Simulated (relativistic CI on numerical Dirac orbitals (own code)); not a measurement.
# Se+: what numerical and physical settings do to a radial Dirac CI calculation

Reference input:

```
atom Se  Z=34  charge=1  electrons=33
nucleus A=80  rms_radius_fm=4.1400
hamiltonian dirac-coulomb  breit=on  qed=on  c_scale=1
orbitals kli  potential=per-configuration
slater_scale 1
correlation none
mixing on
grid step=0.0125 r_max=74.5
scf mixing=0.4 start=green max_iterations=150 tolerance=2e-08 node_fill=0.05
configurations
  [Ar] 3d10 4s2 4p3
  [Ar] 3d10 4s 4p4
end
```

Computed lowest total energy -2426.33330 Ha, first excitation 17041.4 cm⁻¹, 22 SCF steps. Runs with settings changed; * marks those that are bad on purpose (the QED terms keep the true α when c is scaled):

| Changed | Outcome | Lowest level | ΔE (Ha) | First excitation (cm⁻¹) | SCF steps | Message |
| --- | --- | --- | --- | --- | --- | --- |
| SCF mixing 0.2, end of the grid at 37.25 bohr, node fill of the KLI weights 0.5 | converged | 4s2 4p3 4S°_3/2 | 0.0348 | 16661.6 | 25 |  |
| nuclear radius 3.726 fm, Breit term off | converged | 4s2 4p3 4S°_3/2 | -1.17 | 17027.5 | 22 |  |
| SCF tolerance 1e-10 | converged | 4s2 4p3 4S°_3/2 | 7.79e-10 | 17041.4 | 26 |  |
| speed of light × 0.4 * | converged | 4s2 4p3 4S°_3/2 | -180 | 20258.8 | 24 |  |
| nuclear radius 4140.0 fm * | converged | 4s 4p4 4P_5/2 | 803 | 452.1 | 22 |  |

With so few configurations and no correlation, terms lie too far apart (by 10 to 50 % near neutrality), their order can be wrong, and levels of other configurations are missing.
